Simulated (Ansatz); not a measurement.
CH4ClFOSSi, SMILES `OC(F)(S)[SiH2]Cl`. Total charge 0; spin multiplicity 1. The geometry is a stationary point of PBE0-D4/def2-TZVP. It is one conformer, not always the lowest.

```xyz
10

O     0.440   -1.073   -1.042
C    -0.108    0.111   -0.600
F     0.503    1.163   -1.272
S    -1.879    0.092   -0.951
Si    0.138    0.376    1.282
Cl    2.169    0.237    1.576
H     1.370   -1.091   -0.779
H    -1.780   -0.808   -1.945
H    -0.515   -0.718    2.028
H    -0.337    1.712    1.702
```

What is the dipole moment at PBE/def2-TZVPP? (An estimate is asked.)

Ansatz gave: 1.08 D, with components (-0.06, -0.90, 0.59) D in this frame, pointing from negative to positive charge.

And with r2SCAN, B3LYP, ωB97M-V? (Best estimate.)

The calculation gave: r2SCAN 1.15 D, B3LYP 1.20 D, ωB97M-V 1.21 D.

Give the Mulliken charges with PBE, B3LYP, r2SCAN in def2-TZVPP. (Estimate.)

Computed: 
| atom | PBE | B3LYP | r2SCAN |
| --- | --- | --- | --- |
| O1 | -0.26 | -0.30 | -0.31 |
| C2 | 0.23 | 0.28 | 0.26 |
| F3 | -0.16 | -0.21 | -0.20 |
| S4 | -0.17 | -0.15 | -0.16 |
| Si5 | 0.32 | 0.39 | 0.42 |
| Cl6 | -0.22 | -0.25 | -0.25 |
| H7 | 0.20 | 0.20 | 0.22 |
| H8 | 0.12 | 0.12 | 0.11 |
| H9 | -0.03 | -0.04 | -0.05 |
| H10 | -0.04 | -0.04 | -0.05 |

B3LYP here is the variant with VWN-RPA as its local correlation; programs differ in this.
